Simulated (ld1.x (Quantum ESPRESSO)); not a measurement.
**zirconium (Zr): excitation energies, all-electron against PAW**

* Element: zirconium (Zr)
* Generator: ld1.x (Quantum ESPRESSO) 7.5
* Type: PAW
* Functional: LDA (PZ)
* Relativity: scalar-relativistic
* Frozen core: [Kr]
* Valence charge: 4
* Reference configuration: 4d3 5s1 5p0
* Partial waves: 5s (bound): rcut 2.65, rcutus 3.60 bohr; 5s channel at 2.25 Ry: rcut 2.65, rcutus 3.60 bohr; 5p (bound, empty): rcut 2.90, rcutus 4.00 bohr; 5p channel at 0.95 Ry: rcut 2.90, rcutus 4.00 bohr; 4d (bound): rcut 2.60, rcutus 3.05 bohr; 4d channel at 0.9 Ry: rcut 2.60, rcutus 3.05 bohr
* Local potential: all-electron potential smoothed inside 3.75 bohr (lloc = -1)
* Core correction: Bessel-smoothed model core inside 2.80 bohr
* Augmentation charge: PSQ, inside the norm-conserving radii

Energies are relative to the spin-unpolarised reference configuration 4d3 5s1 5p0; without spin polarisation the order of configurations can differ from experiment. Spin-polarised rows fill each open shell by Hund’s rule, majority spin first.

Give the all-electron excitation energy and the error of the potential for: 4d2 5s2 5p0; 4d2 5s1 5p0; 4d2 5s0 5p0; 4d2 5s0 5p2; 4d1 5s2 5p0; 4d1 5s0 5p0; 4d2 5s1 5p1; 4d3 5s1 5p0 (spin-polarised); 4d2 5s2 5p0 (spin-polarised).

```csv
valence configuration,charge,ΔE all-electron (eV),error AE − PS (meV)
4d2 5s2 5p0,0,-1.225,-28
4d2 5s1 5p0,+1,6.127,-41
4d2 5s0 5p0,+2,19.369,-96
4d2 5s0 5p2,0,5.171,-48
4d1 5s2 5p0,+1,6.597,-206
4d1 5s0 5p0,+3,42.189,-659
4d2 5s1 5p1,0,1.893,-37
4d3 5s1 5p0 (spin-polarised),0,-1.603,-10
4d2 5s2 5p0 (spin-polarised),0,-1.708,-29
```

Levels in the configuration 4d1 5s0 5p0:

```csv
level,all-electron (eV),pseudo (eV)
4d,-28.378,-29.327
```
